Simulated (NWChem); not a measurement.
## Basis-set convergence for HFSi

```xyz
3

Si    -0.4557     0.4058     0.0000
H      0.5519     1.5805     0.0000
F      0.6476    -0.8069     0.0000
```
Charge 0, spin multiplicity 1.

All runs are NWChem calculations. Structure: optimised with B3LYP/def2-SVP, a minimum by its harmonic frequencies.

Quantity: vertical ionisation energy at the level ΔPBE0 (Δ: difference of total energies, the cation a doublet at the parent's geometry with its hole in an orbital of symmetry a' (Cs labels); it is the state that the SCF runs reached, from PBE0 orbitals for Hartree-Fock references, and need not be the lowest).

The Pople sets run with spherical d functions. The structure started from a generated list of species. No SCF solution was tested for a lower state.

### Question
In aug-cc-pVTZ the value is 9.61 eV. Among 6-31G*, pcseg-1, 6-311G**, def2-SVPD, aug-cc-pVDZ, def2-TZVP, pcseg-2, def2-TZVPP, def2-TZVPD, which is the smallest basis within 0.2 eV of it?

### Answer
6-31G*, with 34 functions against 119 (also within reach: pcseg-1, 6-311G**, def2-SVPD, aug-cc-pVDZ, def2-TZVP, pcseg-2, def2-TZVPP, def2-TZVPD). aug-cc-pVTZ isn't the basis-set limit itself, and a small set can land close by cancellation.

```
basis        functions  vertical ionisation energy (eV)
-----------  ---------  -------------------------------
6-31G*              34                             9.50
pcseg-1             37                             9.64
6-311G**            50                             9.59
def2-SVPD           55                             9.63
aug-cc-pVDZ         59                             9.61
def2-TZVP           74                             9.59
pcseg-2             78                             9.61
def2-TZVPP          87                             9.59
def2-TZVPD          92                             9.61
aug-cc-pVTZ        119                             9.61
```
